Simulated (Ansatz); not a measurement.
CH$_{2}$AlCl$_{2}$F. Total charge 0; spin multiplicity 1. The bonds changed during the relaxation, so this is another structure than the one it started from. All single points use the PBE0-D4/def2-TZVP geometry.

```xyz
7

F     1.622    0.744   -0.989
C     1.020    0.064   -0.080
Al   -1.004   -0.379   -0.148
Cl    2.022   -0.169    1.256
Cl   -0.869    1.654    0.691
H    -1.472   -0.419   -1.658
H    -1.318   -1.495    0.927
```

Task: What is the dipole moment at r2SCAN/def2-TZVPP? (Estimate.)

Result: Computed: 2.93 D, with components (2.85, -0.63, 0.17) D in this frame, pointing from negative to positive charge.

Task: And with PBE, B3LYP, ωB97M-V? (Best estimate.)

Result: The calculation gave: PBE 2.85 D, B3LYP 3.03 D, ωB97M-V 3.32 D.

Task: Give the Mulliken charges with r2SCAN, PBE, B3LYP in def2-TZVPP. (An estimate is asked.)

Result: Computed: 
```json
{"atom": "F1", "r2SCAN": "-0.05", "PBE": "-0.01", "B3LYP": "-0.06"}
{"atom": "C2", "r2SCAN": "0.20", "PBE": "0.16", "B3LYP": "0.21"}
{"atom": "Al3", "r2SCAN": "0.44", "PBE": "0.31", "B3LYP": "0.40"}
{"atom": "Cl4", "r2SCAN": "0.06", "PBE": "0.08", "B3LYP": "0.07"}
{"atom": "Cl5", "r2SCAN": "-0.28", "PBE": "-0.24", "B3LYP": "-0.29"}
{"atom": "H6", "r2SCAN": "-0.19", "PBE": "-0.15", "B3LYP": "-0.17"}
{"atom": "H7", "r2SCAN": "-0.18", "PBE": "-0.14", "B3LYP": "-0.17"}
```

B3LYP here is the variant with VWN-RPA as its local correlation; programs differ in this.
